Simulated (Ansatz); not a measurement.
**Redistribution: CBr3Cl + C3H5F → CHBr3 + C3H4ClF**

Species: CBr3Cl `ClC(Br)(Br)Br`, singlet; C3H5F `C/C=C/F`, singlet; CHBr3 (bromoform) `BrC(Br)Br`, singlet; C3H4ClF `C/C(Cl)=C/F`, singlet. The partners trade Cl for H; both sit on C, so the bond types are kept.

Shapes, held fixed at every level: PBE0-D4/def2-TZVP. Programs: Ansatz 0.2.0. Electronic energies: no zero-point or thermal term.

```tsv
level	kind	ΔE (kJ/mol)	less CCSD(T)/def2-TZVPP
HF/def2-TZVPP	Hartree–Fock	-59.2	-15.4
PBE-D4/def2-TZVPP	GGA	-41.0	+2.8
r2SCAN-D4/def2-TZVPP	meta-GGA	-45.5	-1.7
wB97M-V/def2-TZVPP	range-separated hybrid	-42.0	+1.8
wB97X-V/def2-TZVPP	range-separated hybrid	-44.8	-1.0
CCSD/def2-TZVPP	coupled cluster or CI	-46.8	-3.0
CCSD(T)/def2-TZVPP	coupled cluster or CI	-43.8	0.0
```

The highest level, CCSD(T)/def2-TZVPP, gives ΔE = -43.8 kJ/mol; the levels span -59.2 to -41.0. The column of differences is taken from that level and isn't an error. No measured value is set beside it here. Relativity is left out for Br unless named. Correlated rows may include outer-core shells of Br, which these sets cover unevenly.
